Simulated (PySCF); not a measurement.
Theory: core-valence-separated Tamm–Dancoff BHandHLYP/aug-pcX-1 (pcseg-1 on H, def2-SVPD on Si, def2-SVPD on Ge) in PySCF, non-relativistic, gas phase, PBE0-D3(BJ)/def2-SVP geometry. The energies are unshifted.

Main lines of an unknown, eV (oscillator strength): C K: 285.4 (0.008), 285.4 (0.008), 285.7 (0.031), 285.8 (0.028), 286.0 (0.034). Listed: the first five lines at most of each edge with a tenth or more of its strongest line's intensity; roots within 0.03 eV on the same or equivalent atoms are summed. Only the lowest roots were sought, and the top ones are left out.

Question: Which candidate gives them?
A. `CC(C)[SiH2][GeH3]`
B. `C[CH2][GeH2][CH2][SiH3]`

Answer: B. 

- `C[CH2][GeH2][CH2][SiH3]`: C K: 285.4 (0.008), 285.4 (0.008), 285.7 (0.031), 285.8 (0.028), 286.0 (0.034). First C line listed at 285.4 eV, hole on the methyl carbon.
- `CC(C)[SiH2][GeH3]`: C K: 285.4 (0.020), 285.4 (0.012), 285.9 (0.034), 286.2 (0.055), 286.2 (0.064). First C line listed at 285.4 eV, hole on the sp3 carbon bound to silicon.

One conformer each; other structures than these candidates weren't tested.

Conformer computed: `[CH3:1][CH2:2][GeH2:3][CH2:4][SiH3:5]`: C1–C2–Ge3–C4 -56°, C2–Ge3–C4–Si5 -58°.
